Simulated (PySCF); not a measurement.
**Removal energies of Cu¹⁹⁺ from EOM-IP-GCCSD**

Reference: closed-shell Cu¹⁹⁺, [Ne]; one electron is removed. Calculated with PySCF 2.14, two-component X2C-1e with screened spin-orbit coupling, an uncontracted even-tempered set (18 s from 1 bohr⁻², ratio 2.6; 12 p from 1.4 bohr⁻², ratio 2.6; 6 d from 1.4 bohr⁻², ratio 2.8; 3 f from 42 bohr⁻², ratio 2.8); frozen 1s2; the 50 highest virtual spinors dropped; of the others 44 kept and the rest restored at second order. No Breit or QED terms. Binding energies in eV.

```tsv
level	Koopmans	second order	EOM-CCSD
2s1/2	1851.4	1848.2	1848.3
2p1/2	1713.2	1711.1	1711.2
2p3/2	1691.5	1689.5	1689.6
```

For comparison, the ionisation energy of Cu¹⁹⁺ is 1690.5 ± 0.9 eV (semi-empirical (NIST evaluation); NIST Atomic Spectra Database, ionization energies).
